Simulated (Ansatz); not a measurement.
Input for Ansatz (an electronic-structure program): R-CCSD(T)/cc-pVTZ on BFH3NO (SMILES NB(O)F), a point of a torsion scan.

Ansatz 0.2 input:
```yaml
crystal:
  periodic: [false, false, false]
  atoms:
    - {symbol: N, position_ang: [1.05740245, -0.38808030, 0.16949581]}
    - {symbol: B, position_ang: [-0.29118642, 0.03306681, 0.42064094]}
    - {symbol: O, position_ang: [-0.76147942, 0.21833059, 1.65263839]}
    - {symbol: F, position_ang: [-1.10465543, 0.34880414, -0.61851512]}
    - {symbol: H, position_ang: [1.76727328, 0.32484031, 0.14633928]}
    - {symbol: H, position_ang: [1.13156309, -0.87468956, -0.71729404]}
    - {symbol: H, position_ang: [-1.66611819, 0.52793414, 1.71051161]}
basis:
  gaussian:
    orbitals: cc-pVTZ
magnetization: {spin_polarized: false}
correlation: {method: ccsd_t, electrons: outside_noble_gas}
scf: {lower_state_search: off}
```

The log:

```
WARN ansatz: RAYON_NUM_THREADS=1 ignored (pool sized by the plan → 1); use --threads N
Functional definition: HF
these checks for a lower state are left out or cut short: stability, starts, cluster_reference, orbital_swaps, neighbouring_geometries, increment
integrals: 0.44 GiB planned
966 factors; integrals over basis functions are off by at most 1.2e-3 eV
mean field: 0.35 GiB planned
mean field evaluation 1: about -6947.1583 eV, gradient 4.6e1 eV
mean field evaluation 2: about -6947.1607 eV, gradient 4.6e1 eV
mean field evaluation 4: about -6950.8168 eV, gradient 2.7e0 eV
mean field evaluation 8: about -6950.8426 eV, gradient 2.5e-4 eV
mean field -6950.84260487 eV, -255.4387542785 hartree, gradient 3.0e-6 eV, S^2 0.000000; 0 other end points of the search recorded, 0 dependent functions left out
4 core orbitals not correlated
reference -6950.84260487 eV, -255.4387542785 hartree; 12, 12 occupied and 146, 146 virtual orbitals, 966 factors
second order -21.77367847 eV of doubles, -0.00000000 eV of singles
coupled cluster: 1.41 GiB planned
cycle   1  -21.62179344 eV  change    1.5e-1 eV  update   8.4e-2
cycle   2  -22.03208885 eV  change   -4.1e-1 eV  update   2.3e-2
cycle   3  -22.12507948 eV  change   -9.3e-2 eV  update   1.2e-2
cycle   4  -22.11067206 eV  change    1.4e-2 eV  update   2.8e-3
cycle   5  -22.10926194 eV  change    1.4e-3 eV  update   1.2e-3
cycle   6  -22.10989176 eV  change   -6.3e-4 eV  update   3.7e-4
cycle   7  -22.10959508 eV  change    3.0e-4 eV  update   1.3e-4
cycle   8  -22.10955233 eV  change    4.3e-5 eV  update   4.8e-5
cycle   9  -22.10957397 eV  change   -2.2e-5 eV  update   2.0e-5
perturbative correction -0.74820503 eV, -0.0274960278 hartree
Total energy: -6973.70038386 eV, -256.2787621631 hartree
Checks for a lower state left out: stability, starts, cluster_reference, orbital_swaps, neighbouring_geometries, increment
```

The calculation finished and met its thresholds.

Cost: about 22 core-seconds (a rough figure).
